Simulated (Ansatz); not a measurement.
Single points on Li10⁻ (started as a model of: Li10 tetrahedron).

```yaml
crystal:
  periodic: [false, false, false]
  atoms:
    - {symbol: Li, position_ang: [-2.207365, -2.194318, -2.211841]}
    - {symbol: Li, position_ang: [-0.008722, 0.006924, -2.002751]}
    - {symbol: Li, position_ang: [2.190160, 2.210679, -2.194542]}
    - {symbol: Li, position_ang: [-0.005267, -2.007927, -0.001467]}
    - {symbol: Li, position_ang: [1.998914, 0.004498, 0.005504]}
    - {symbol: Li, position_ang: [2.204111, -2.205659, 2.196840]}
    - {symbol: Li, position_ang: [-2.016983, -0.000598, 0.003940]}
    - {symbol: Li, position_ang: [-0.012910, 2.010983, 0.010549]}
    - {symbol: Li, position_ang: [-0.008589, -0.002790, 2.012424]}
    - {symbol: Li, position_ang: [-2.216349, 2.202008, 2.210843]}
basis:
  gaussian: {orbitals: def2-TZVPD, initial_orbitals: start.molden}
total_charge: -1
magnetization: {spin_polarized: true, initial_magnetization: 1}
hamiltonian: {xc: pbe}
scf: {omitted_lower_state_checks: [starts]}
output: {orbitals: {seedname: orbitals}}
```

The file start.molden holds the orbitals of an earlier run on this structure, at another level or in another basis.

```sh
$ ansatz run in.yaml --threads 4 --pin off --events-out ev --progress --plain --max-ram 3916MiB
```

Output, abridged:

```
Functional definition: PBE
1650 factors; their error is unknown
mean field evaluation 1: about -2040.4818 eV, gradient 6.0e0 eV
mean field evaluation 2: about -2040.5582 eV, gradient 1.6e-1 eV
mean field evaluation 4: about -2040.5621 eV, gradient 3.0e-2 eV
mean field evaluation 8: about -2040.5623 eV, gradient 1.0e-3 eV
mean field evaluation 16: about -2040.5623 eV, gradient 2.1e-6 eV
mean field -2040.56227464 eV, -74.9892804503 hartree, gradient 2.1e-6 eV, S^2 1.234448; 0 other end points of the search recorded, 0 dependent functions left out
reference -2040.56232689 eV, -74.9892823703 hartree; 16, 15 occupied and 154, 155 virtual orbitals, 1650 factors
Total energy: -2040.56232689 eV, -74.9892823703 hartree
Checks for a lower state left out: starts
```

Run time 12 s (4 threads of Arm Neoverse V1 on a shared host).

The first input with `hamiltonian: {xc: r2scan}` (abridged; 32 s):

```
Functional definition: r2SCAN
mean field evaluation 16: about -2045.0014 eV, gradient 2.6e-5 eV
mean field -2045.00136528 eV, -75.1524140222 hartree, gradient 7.0e-6 eV, S^2 1.748530
Total energy: -2045.00147131 eV, -75.1524179189 hartree
Checks for a lower state left out: starts
```

As the first input, with `hamiltonian: {xc: pbe0}` (abridged; 14 s):

```
Functional definition: PBE0
mean field -2041.53462575 eV, -75.0250136945 hartree, gradient 5.2e-6 eV, S^2 1.396441
Total energy: -2041.53466562 eV, -75.0250151596 hartree
Checks for a lower state left out: starts
```

Geometry: B3LYP/def2-TZVP, that of the neutral singlet.

At PBE/def2-TZVPD, r2SCAN/def2-TZVPD, PBE0/def2-TZVPD the charge -1 doublet is spin-contaminated (final ⟨S²⟩ up to 1.75, 0.75 for a pure state). At PBE/def2-TZVPD, r2SCAN/def2-TZVPD the highest occupied level of the charge -1 doublet lies above zero (up to 0.12 eV). Its loss leaves the charge 0 singlet, which lies 1.11 eV higher (vertical, at PBE/def2-TZVPD), but this difference is unsure: the singlet is doubtful (at the level of its geometry, restricted singlet, unstable towards broken spin symmetry at other levels and untested here). At PBE/def2-TZVPD the gap within one spin of the charge -1 doublet nearly closes, so an electron or hole may be smeared out by delocalisation error.
